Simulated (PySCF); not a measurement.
**Cr: ionisation energy**

Cr [Ar] 3d5 4s1 (7S) → Cr⁺ [Ar] 3d5 (6S), as a difference of total energies. Calculation: PySCF 2.14, in x2c-SVPall (5s3p3d1f, 36 functions); the spin-free X2C one-electron Hamiltonian (Gaussian nucleus). Correlated levels: valence: [Ar] frozen. The calculations carry no spin-orbit coupling.

```json
{"method": "UHF", "ionisation energy (eV)": "6.029", "error (eV)": "-0.738"}
{"method": "PBE0", "ionisation energy (eV)": "7.048", "error (eV)": "+0.281"}
{"method": "MN15", "ionisation energy (eV)": "6.642", "error (eV)": "-0.125"}
{"method": "MP2 (valence)", "ionisation energy (eV)": "6.327", "error (eV)": "-0.440"}
{"method": "SCS-MP2 (valence)", "ionisation energy (eV)": "6.128", "error (eV)": "-0.639"}
```

Reference: 6.767 eV (measured; NIST Atomic Spectra Database, ionization energies).

Errors of the correlated levels include the incompleteness of this basis and the frozen core.
